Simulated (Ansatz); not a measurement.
```yaml
crystal:
  periodic: [false, false, false]
  atoms:
    - {symbol: I, position_ang: [0.731461, 0.258475, 2.078236]}
    - {symbol: P, position_ang: [0.717597, -0.048759, -0.349004]}
    - {symbol: I, position_ang: [-0.736554, -1.996908, -0.625101]}
    - {symbol: I, position_ang: [-0.712505, 1.787192, -1.104132]}
basis:
  gaussian: {orbitals: STO-3G}
hamiltonian: {xc: {name: HF}, dispersion: d2}
accuracy: high
output: {forces: true}
```

```sh
$ ansatz run in.yaml --threads 4 --pin off --events-out ev --progress --plain --max-ram 10444MiB
```

Task: How does Ansatz answer? (Estimate.)

Result: Computed: The program refused the input.
```
Error: YAML parse error: error: line 10 column 43: hamiltonian.dispersion: `d2` is not `none`, `rvv10`, `d3bj`, `d3bjatm`, `d4` or a map `{method: …, s8: …, a1: …, a2_bohr: …}` (numbers without units, a2 in bohr) or `{method: …, functional: …}`
  --> <input>:10:43
   |
 8 | basis:
 9 |   gaussian: {orbitals: STO-3G}
10 | hamiltonian: {xc: {name: HF}, dispersion: d2}
   |                                           ^ hamiltonian.dispersion: `d2` is not `none`, `rvv10`, `d3bj`, `d3bjatm`, `d4` or a map `{method: …, s8: …, a1: …, a2_bohr: …}` (numbers without units, a2 in bohr) or `{method: …, functional: …}`
11 | accuracy: high
12 | output: {forces: true}
   |
```
